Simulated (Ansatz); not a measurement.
`F[SiH2]C1=C[SiH2]1` + `NCF` → `FCN[SiH2]F` + `C1=C[SiH2]1`  (ligand exchange at the Si–C bond)

Gas-phase electronic energies from Ansatz, PBE0-D4/def2-TZVP geometries. CCSD(T)/CBS adds triple-zeta CCSD(T) − MP2 to the extrapolated MP2 energy (def2 sets, frozen cores). Functionals use def2-TZVPP. B3LYP here is the variant with VWN-RPA as its local correlation; programs differ in this. Each species was taken in one conformer, which may not be the lowest.

`F[SiH2]C1=C[SiH2]1`:

Z-matrix (Å, degrees):
```
Si
C 1 1.834
F 1 1.599 2 108.7
H 1 1.484 2 112.0 3 -118.7
H 1 1.483 2 109.8 3 117.7
Si 2 1.829 1 152.9 3 -40.0
C 2 1.337 1 139.9 3 143.1
H 6 1.480 2 121.0 1 -73.7
H 6 1.480 2 120.5 1 77.7
H 7 1.084 2 134.5 1 -1.3
```

`NCF`:

Cartesian coordinates in Å:
```
N -0.068 0.453 -0.767
C 0.178 -0.427 0.297
F -0.394 -0.017 1.514
H -1.051 0.539 -0.985
H 0.328 1.370 -0.617
H -0.244 -1.410 0.079
H 1.251 -0.508 0.479
```

`FCN[SiH2]F`:

Cartesian coordinates in Å:
```
F -1.257 -1.109 1.432
C -1.222 -0.619 0.129
N -0.382 0.506 -0.001
Si 1.303 0.438 -0.286
F 2.186 0.185 1.022
H -2.255 -0.375 -0.133
H -0.857 -1.432 -0.504
H -0.784 1.360 0.355
H 1.724 1.751 -0.821
H 1.544 -0.705 -1.193
```

`C1=C[SiH2]1`:

```xyz
7

C    -0.313   -0.101    0.942
C    -0.280   -0.954   -0.078
Si    0.374    0.665   -0.544
H    -0.634   -0.138    1.976
H    -0.561   -1.988   -0.237
H    -0.416    1.615   -1.364
H     1.829    0.902   -0.694
```

(1) Is it downhill or uphill in electronic energy at CCSD(T)/CBS, and by how much? (Estimate.)

(2) What do these levels give: PBE0-D4, ωB97X-V, B2PLYP, r2SCAN, PBE0, B3LYP, HF/def2-TZVPP, MP2/def2-TZVPP, CCSD(T)/def2-TZVPP, MP2/def2-QZVPP, SCS-MP2/def2-QZVPP, MP2/CBS(def2)? (Estimate.)

Largest T1 diagnostic among the species: 0.013.

Results:

(1) Ansatz gave: Downhill: ΔE = -38.1 kJ/mol.

(2) Ansatz gave: PBE0-D4 -33.8, ωB97X-V -39.7, B2PLYP -38.4, r2SCAN -36.0, PBE0 -34.5, B3LYP -37.2, HF/def2-TZVPP -43.1, MP2/def2-TZVPP -38.6, CCSD(T)/def2-TZVPP -38.9, MP2/def2-QZVPP -38.4, SCS-MP2/def2-QZVPP -39.3, MP2/CBS(def2) -37.8 kJ/mol.

In def2-TZVPP, CCSD(T) changes the Hartree–Fock value by +4.3 kJ/mol (the triples alone add +1.4 kJ/mol) and MP2 by +4.6 kJ/mol.
